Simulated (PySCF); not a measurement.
Basis-set dependence of population analyses: `C=NN[SiH2]F`

CH5FN2Si.
SMILES with atom numbers: `[CH2:1]=[N:2][NH:3][SiH2:4][F:5]` (hydrogens: H6, H7 on C1; H8 on N3; H9, H10 on Si4)

Cartesian coordinates in Å at the PBE0-D3(BJ)/def2-SVP level; atoms count from 1:
```
atom  x, y, z in Å
C1     1.7797    0.2591    0.1375
N2     1.1241    0.3605   -0.9507
N3    -0.1965    0.1132   -0.9597
Si4   -1.2659   -0.2748    0.3681
F5    -2.7191   -0.3426   -0.3486
H6     1.3354   -0.0314    1.1074
H7     2.8526    0.4679    0.1124
H8    -0.6030    0.2296   -1.8823
H9    -0.9720   -1.5972    0.9838
H10   -1.2767    0.7896    1.4082
```

PBE0 throughout (PySCF), one geometry, spherical d and f functions. One conformer (not necessarily the lowest) at the PBE0-D3(BJ)/def2-SVP geometry, without solvent, vibrations or thermal averaging. The first 7 of 9 kinds of atom are listed.

Mulliken charges (e):

```csv
basis,functions,C1,N2,N3,Si4,F5,H6,H7
STO-3G,34,-0.118,-0.149,-0.411,+0.815,-0.242,+0.051,+0.086
6-31G,59,-0.232,-0.112,-0.768,+1.126,-0.470,+0.138,+0.189
pcSseg-0,59,-0.207,-0.286,-0.802,+1.194,-0.509,+0.193,+0.242
6-31G*,84,-0.255,-0.135,-0.595,+0.867,-0.415,+0.149,+0.190
cc-pVDZ,99,-0.043,-0.118,-0.213,+0.623,-0.324,+0.029,+0.057
def2-SVP,99,-0.081,-0.095,-0.312,+0.751,-0.354,+0.040,+0.072
aug-cc-pVDZ,164,+0.658,-0.175,-0.230,+0.298,-0.627,-0.245,-0.296
"6-311+G(2d,p)",173,-0.260,-0.014,-0.652,+1.000,-0.463,+0.097,+0.137
def2-TZVP,191,-0.225,-0.127,-0.277,+0.517,-0.320,+0.096,+0.141
cc-pVTZ,224,-0.192,-0.082,-0.164,+0.496,-0.289,+0.048,+0.128
IGLO-III,234,-0.036,-0.273,-0.352,+1.117,-0.491,+0.038,+0.120
```

IAO charges (e):

```
        basis  functions      C1      N2      N3     Si4      F5      H6      H7
       STO-3G         34  -0.246  -0.104  -0.447  +0.960  -0.361  +0.094  +0.136
        6-31G         59  -0.245  -0.116  -0.521  +1.012  -0.498  +0.108  +0.173
     pcSseg-0         59  -0.234  -0.119  -0.521  +1.028  -0.485  +0.102  +0.164
       6-31G*         84  -0.216  -0.131  -0.534  +1.152  -0.519  +0.102  +0.161
      cc-pVDZ         99  -0.224  -0.125  -0.526  +1.136  -0.518  +0.103  +0.161
     def2-SVP         99  -0.217  -0.127  -0.524  +1.151  -0.517  +0.099  +0.156
  aug-cc-pVDZ        164  -0.229  -0.137  -0.534  +1.146  -0.531  +0.108  +0.168
6-311+G(2d,p)        173  -0.226  -0.139  -0.545  +1.178  -0.536  +0.109  +0.168
    def2-TZVP        191  -0.226  -0.137  -0.546  +1.192  -0.538  +0.108  +0.166
      cc-pVTZ        224  -0.229  -0.134  -0.542  +1.178  -0.534  +0.108  +0.166
     IGLO-III        234  -0.228  -0.139  -0.547  +1.188  -0.538  +0.109  +0.168
```

Hirshfeld charges (e):

```tsv
basis	functions	C1	N2	N3	Si4	F5	H6	H7
STO-3G	34	-0.056	-0.116	-0.184	+0.529	-0.159	+0.009	+0.028
6-31G	59	-0.057	-0.108	-0.183	+0.470	-0.231	+0.039	+0.058
pcSseg-0	59	-0.066	-0.099	-0.172	+0.499	-0.224	+0.029	+0.052
6-31G*	84	-0.050	-0.110	-0.173	+0.436	-0.199	+0.042	+0.056
cc-pVDZ	99	-0.059	-0.091	-0.166	+0.440	-0.192	+0.036	+0.051
def2-SVP	99	-0.059	-0.097	-0.165	+0.451	-0.195	+0.036	+0.051
aug-cc-pVDZ	164	-0.058	-0.105	-0.188	+0.465	-0.207	+0.041	+0.057
6-311+G(2d,p)	173	-0.053	-0.110	-0.186	+0.467	-0.209	+0.042	+0.056
def2-TZVP	191	-0.056	-0.105	-0.182	+0.454	-0.200	+0.041	+0.055
cc-pVTZ	224	-0.058	-0.101	-0.179	+0.451	-0.196	+0.039	+0.054
IGLO-III	234	-0.059	-0.106	-0.184	+0.454	-0.199	+0.041	+0.055
```

ESP-fitted charges (e):

```csv
basis,functions,C1,N2,N3,Si4,F5,H6,H7
STO-3G,34,+0.046,-0.382,-0.103,+0.640,-0.220,+0.006,+0.044
6-31G,59,+0.017,-0.399,-0.292,+0.849,-0.409,+0.053,+0.106
pcSseg-0,59,-0.023,-0.403,-0.309,+1.006,-0.413,+0.074,+0.120
6-31G*,84,-0.051,-0.330,-0.246,+0.550,-0.265,+0.087,+0.116
cc-pVDZ,99,-0.056,-0.322,-0.202,+0.555,-0.279,+0.078,+0.115
def2-SVP,99,-0.025,-0.352,-0.196,+0.624,-0.293,+0.071,+0.104
aug-cc-pVDZ,164,-0.040,-0.357,-0.195,+0.552,-0.285,+0.080,+0.119
"6-311+G(2d,p)",173,-0.057,-0.353,-0.218,+0.575,-0.295,+0.088,+0.126
def2-TZVP,191,-0.057,-0.351,-0.194,+0.555,-0.280,+0.085,+0.123
cc-pVTZ,224,-0.060,-0.342,-0.189,+0.553,-0.274,+0.085,+0.122
IGLO-III,234,-0.048,-0.358,-0.182,+0.522,-0.272,+0.087,+0.120
```

**Question.** Which scheme is steadiest as the basis changes?

**Answer.** Largest range over the bases for any column: Hirshfeld 0.09 e, IAO 0.23 e, ESP-fitted 0.48 e, Mulliken 0.92 e. Hirshfeld charges move least and Mulliken charges most, counted in e. Without the minimal STO-3G basis the ranges are Hirshfeld 0.06, IAO 0.18, ESP-fitted 0.48, Mulliken 0.92 e.

**Question.** How much do the charges still move between the two largest bases, cc-pVTZ and IGLO-III?

**Answer.** At most, over all atoms: Mulliken 0.621 e, IAO 0.010 e, Hirshfeld 0.006 e, ESP-fitted 0.031 e.

**Question.** What do the same runs give for the total energy, the frontier levels and the dipole moment?

**Answer.** 
| basis | energy (Eh) | HOMO (eV) | LUMO (eV) | μ (D) |
| --- | --- | --- | --- | --- |
| STO-3G | -532.8348 | -4.05 | 3.81 | 1.73 |
| 6-31G | -539.4300 | -6.90 | 0.09 | 1.69 |
| pcSseg-0 | -538.6337 | -7.07 | 0.02 | 1.62 |
| 6-31G* | -539.5533 | -6.72 | 0.25 | 1.05 |
| cc-pVDZ | -539.5847 | -6.80 | 0.10 | 1.01 |
| def2-SVP | -539.3000 | -6.91 | 0.02 | 1.05 |
| aug-cc-pVDZ | -539.6122 | -6.99 | -0.40 | 1.28 |
| 6-311+G(2d,p) | -539.6754 | -7.03 | -0.41 | 1.30 |
| def2-TZVP | -539.7039 | -6.99 | -0.27 | 1.14 |
| cc-pVTZ | -539.6917 | -6.95 | -0.17 | 1.08 |
| IGLO-III | -539.7073 | -7.00 | -0.36 | 1.21 |

The dipole is fixed by the density alone, so its range of 0.72 D shows that the density itself changes with the basis, not only its division among atoms.
